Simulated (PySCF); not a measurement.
C₂H₉B₂N.
SMILES with atom numbers: `[BH2:1][NH:2][BH:3][CH2:4][CH3:5]` (hydrogens: H6, H7 on B1; H8 on N2; H9 on B3; H10, H11 on C4; H12, H13, H14 on C5)

Torsions of this conformer, `[BH2:1][NH:2][BH:3][CH2:4][CH3:5]`: B1–N2–B3–C4 -179°, N2–B3–C4–C5 -1°.

The closed-shell ground state was solved at several levels (PySCF, density fitting, gas phase, non-relativistic). Isolated species at its PBE0-D3(BJ)/def2-SVP geometry (one conformer only).

| level | basis functions | total energy (Eh) | HOMO (eV) | LUMO (eV) | gap (eV) | dipole (D) |
| --- | --- | --- | --- | --- | --- | --- |
| B3LYP/def2-SVPD | 172 | -186.0353 | -8.41 | -1.20 | 7.21 | 1.63 |
| HF/pcSseg-2 | 306 | -184.9260 | -11.97 | 2.45 | 14.42 | 1.42 |
| B3LYP/pcJ-1 | 225 | -186.1751 | -8.43 | -1.18 | 7.25 | 1.62 |

Problem. Estimate the row for PBE0/pcSseg-1, a basis of 130 functions; the other rows only guide the guess.

Solution. Total energy -185.8796 Eh, HOMO -8.62 eV, LUMO -0.97 eV, gap 7.65 eV, dipole 1.61 D.

Problem. Over all these levels, which gives the widest orbital gap and which the narrowest?

Solution. HF/pcSseg-2 (Hartree–Fock, all exact exchange) has the widest, 14.42 eV, and B3LYP/def2-SVPD (global hybrid, 20 % exact exchange) the narrowest, 7.21 eV. Functional and basis both differ between the two, so the spread mixes both effects. The HOMO need not be the same orbital at Hartree–Fock and at DFT levels.

Problem. How far do the dipole and the HOMO energy spread over the levels?

Solution. The dipole runs from 1.42 to 1.63 D (mean 1.57 D) and the HOMO from -11.97 to -8.41 eV.
